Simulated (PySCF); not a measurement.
**Trend along group 13: MRb cations**

HF with double-zeta basis sets in PySCF, for the lowest determinant that a PBE0 search found; no spin–orbit coupling. De refers to high-spin ground-configuration atoms (the charge goes to the atom of lower measured ionisation energy or higher electron affinity, which is not always the lowest computed limit). A positive dipole points towards Rb; it is taken about the centre of mass and depends on that origin.

```tsv
M	basis	reference	charged atom	state (unpaired electrons)	Re (Å)	ωe (cm⁻¹)	De (eV)	μ (D)
B	def2-SVPD	UHF	Rb+	doublet (σ ↑)	3.698	113	0.25	0.72
Al	def2-SVP	UHF	Rb+	doublet (σ ↑)	4.239	71.5	0.38	2.36
In	def2-SVP	UHF	Rb+	doublet (σ ↑)	4.359	43.3	0.39	9.02
Tl	def2-SVP	UHF	Rb+	doublet (σ ↑)	4.419	37.6	n/a	11.56
```

The shortest bond is that of RbB⁺ (3.698 Å), the longest that of RbTl⁺ (4.419 Å).

The rows differ in basis set, which adds steps of its own.

Down a group the atoms grow and get heavier, so bonds lengthen and wavenumbers fall; this series shows no clear exception.

Spin–orbit coupling is left out, which matters for elements this heavy, above all for dissociation energies. For an ion De counts to the pair picked by the measured ionisation energies or electron affinities, which need not be the lowest pair at this level. Hartree–Fock leaves out correlation, which carries a large part of most bond energies and some tenths to 1 eV of ionisation energies. States were picked by a PBE0 search and need not be the measured ground states.
